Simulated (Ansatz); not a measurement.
# GeH3F (fluorogermane): where methods fail along a bond

GeH3F has 5 atoms, charge 0, and is taken as a singlet. As SMILES, `[F][GeH3]`. The coordinates come from a PBE0-D4/def2-TZVP relaxation.

```xyz
5

F    -1.0465    0.4743    1.1622
Ge    0.0682   -0.0416   -0.0728
H     1.3310   -0.5120    0.6586
H    -0.6278   -1.1780   -0.8312
H     0.3251    1.1836   -0.9581
```

The Ge2–H3 distance is scanned; the parts on either side stay rigid. Basis STO-3G, 10 core orbitals frozen in the correlated methods; program Ansatz 0.2.0. FCI is exact within this basis and core. Energies in eV from each method's value at 1.533 Å; methods without a U are spin-restricted. The shape above is that at 1.533 Å.

```tsv
distance (Å)	HF	revPBE	wB97X	B2PLYP	CCSD	CCSDT(Q)	FCI
1.533	0.00	0.00	0.00	0.00	0.00	0.00	0.00
1.917	1.60	1.22	1.44	1.38	1.23	1.21	1.21
2.300	3.95	2.79	3.41	3.24	2.88	2.81	2.81
3.067	7.91	5.12	6.67	5.89	4.68	4.47	4.47
3.833	9.92	6.11	8.37	6.47	5.00	4.70	4.71
```

Departure from the FCI curve at its largest: HF +5.22 eV at 3.83 Å; revPBE +1.41 eV at 3.83 Å; wB97X +3.66 eV at 3.83 Å; B2PLYP +1.76 eV at 3.83 Å; CCSD +0.29 eV at 3.83 Å; CCSDT(Q) -0.01 eV at 3.83 Å. Restricted functionals keep the electrons paired too, and rise too high. Restricted Hartree–Fock keeps the electrons paired, so it rises far too high as the bond breaks.
